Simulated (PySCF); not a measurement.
**Finite-field polarisability of Ar (argon, neutral)**

[Ar], closed-shell 1S. Calculation: PySCF 2.14, in dyall-av3z (19s12p3d2f, 84 functions); no relativity, point nucleus. Frozen: [Ne]. Energy changes in a uniform field (μhartree):

```json
{"axis": "x", "F (au)": "0.0044", "HF": "-100.859", "MP2": "-104.111", "CCSD": "-103.689", "CCSD(T)": "-104.343"}
{"axis": "x", "F (au)": "0.0088", "HF": "-403.522", "MP2": "-416.548", "CCSD": "-414.859", "CCSD(T)": "-417.478"}
```

Derive α along x at CCSD(T) from the two fields.

With ΔE = −αF²/2 − γF⁴/24, α = −(16 ΔE(F) − ΔE(2F))/(6F²) = 10.78 bohr³.

And the mean polarisability at each level?

HF 10.42, MP2 10.75, CCSD 10.71, CCSD(T) 10.78 bohr³. Reference: 11.083 ± 0.007 bohr³ (recommended; Schwerdtfeger and Nagle, table of static dipole polarizabilities (2023 update)).
